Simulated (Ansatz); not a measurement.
Species, as SMILES: [F][Ga] (F-Ga) (closed-shell singlet).
Geometry (B3LYP-D3(BJ)/def2-TZVP, fixed):
```
Ga
F 1 1.8005
```

Basis-set convergence of the dipole moment at PBE0 with Ansatz (a first-principles code). Dipoles come from the density behind the forces; the sign is taken along the dipole that this method gives in the largest set. Cartesian d functions, on some or all atoms, in 3-21G; all else is spherical. The program fits the integrals of some runs and decomposes those of others, by size. No added dispersion term, no relativity. Reference: the value in aug-pcseg-3, 2.388 D, itself unsure by roughly 0.001 D (its mean distance from aug-cc-pVQZ, def2-QZVPPD). Deviations are taken from unrounded values.

```tsv
basis	functions	dipole moment (D)	minus reference (D)
pcseg-0	31	1.668	-0.721
3-21G	32	1.316	-1.072
aug-cc-pVDZ	59	2.436	0.048
aug-pcseg-1	59	2.394	0.006
cc-pVTZ	73	2.216	-0.172
pcseg-2	73	2.410	0.022
def2-TZVPP	79	2.308	-0.080
aug-cc-pVTZ	105	2.393	0.004
aug-pcseg-2	105	2.389	0.001
def2-QZVPP	146	2.360	-0.028
aug-cc-pVQZ	173	2.388	0.000
cc-pV5Z	195	2.366	-0.022
pcseg-4	212	2.387	-0.002
```
